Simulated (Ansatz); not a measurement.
Reaction (ligand exchange at the Se–B bond): `[SiH3]NB[SeH]` + H₂Se → `[SeH][SeH]` + `BN[SiH3]`

Gas-phase electronic energies from Ansatz, PBE0-D4/def2-TZVP geometries. CCSD(T)/CBS is the MP2 limit (def2-TZVPP, def2-QZVPP) plus CCSD(T) − MP2 in def2-TZVPP, frozen cores. Functionals use def2-TZVPP. B3LYP here is the variant with VWN-RPA as its local correlation; programs differ in this. For Se outer-core shells are correlated without core-valence functions, which leaves a few kJ/mol of doubt a bond. Scalar relativity is left out up to krypton. Each species was taken in one conformer, which may not be the lowest.

| level | ΔE (kcal/mol) | difference from CCSD(T)/CBS |
| --- | --- | --- |
| PBE-D4 | 14.6 | -1.7 |
| r2SCAN-D4 | 16.0 | -0.3 |
| PBE0-D4 | 15.3 | -1.0 |
| ωB97M-V | 14.9 | -1.4 |
| B2PLYP | 14.7 | -1.6 |
| PBE | 14.2 | -2.1 |
| PBE0 | 14.9 | -1.4 |
| B3LYP | 12.9 | -3.4 |
| HF/def2-TZVPP | 13.6 | -2.7 |
| SCS-MP2/def2-TZVPP | 16.3 | 0.0 |
| CCSD/def2-TZVPP | 16.8 | 0.5 |
| CCSD(T)/def2-TZVPP | 17.1 | 0.8 |
| HF/def2-QZVPP | 13.1 | -3.2 |
| SCS-MP2/def2-QZVPP | 15.7 | -0.6 |
| HF/CBS(def2) | 13.1 | -3.2 |
| MP2/CBS(def2) | 17.0 | 0.7 |
| CCSD(T)/CBS | 16.3 | 0 |

Largest T1 diagnostic among the species: 0.012.

In def2-TZVPP, CCSD(T) changes the Hartree–Fock value by +3.5 kcal/mol (the triples alone add +0.3 kcal/mol) and MP2 by +4.2 kcal/mol.
